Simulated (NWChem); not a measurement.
Species: I, doublet

Results from NWChem. Spin-unrestricted. The open p shell is one determinant without spherical averaging. No stability test was run on the SCF state.

Estimate the computed values for UHF/3-21G, non-relativistic. Quantities: highest occupied level (eV); lowest empty minus highest occupied level, either spin (eV); <S²>.


```yaml
highest occupied level (eV): -10.00
lowest empty minus highest occupied level, either spin (eV): 8.58
"<S²>": 0.750
```
